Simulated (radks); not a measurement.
Species: the cadmium ion Cd39+. Configuration: [He] 2s2 2p5.

All-electron calculation, non-relativistic Kohn-Sham, PBE, spin-polarised, spherical densities, point nucleus; open shells are filled with parallel spins first (spin-orbit coupling, left out, can overturn this in heavy ions); relativity is left out, which matters for an element this heavy. Program: a radial shooting solver on a logarithmic mesh with Libxc functionals.

Energy parts (eV):
total: -108530.614
kinetic: 108520.588
electron-nucleus: -225763.755
Hartree: 10650.675
exchange-correlation: -1938.121

Orbitals (lengths in bohr, moments of r in powers of bohr):
\begin{tabular}{lrrr}
orbital & occ. & eigenvalue (eV) & <r^2> \\ \hline
1s up & 1 & -28291.66 & 0.001341 \\
1s down & 1 & -28282.98 & 0.001340 \\
2s up & 1 & -6130.710 & 0.02083 \\
2s down & 1 & -6117.190 & 0.02088 \\
2p up & 3 & -5931.267 & 0.01555 \\
2p down & 2 & -5914.499 & 0.01559 \\
3s up & 0 & -2560.631 & 0.1115 \\
3s down & 0 & -2557.098 & 0.1118 \\
3p up & 0 & -2493.163 & 0.1015 \\
3p down & 0 & -2489.063 & 0.1017 \\
\end{tabular}

The highest occupied level is 2p down at -5914.5 eV. The spin density at the nucleus is -4.50 e/bohr^3 (1s -15.83, 2s 11.32). Summed over all electrons, <r^2> = 0.1222 bohr^2, which gives a Langevin (diamagnetic) susceptibility term of -0.0968 x 10^-6 cm^3/mol. For comparison, the ionisation energy in NIST's Atomic Spectra Database is 6039 eV (semi-empirical). In exact Kohn-Sham theory the highest level is minus the ionisation energy, but local and semilocal functionals leave it too shallow, through self-interaction and a potential that decays too fast; potentials with the right tail come closer.
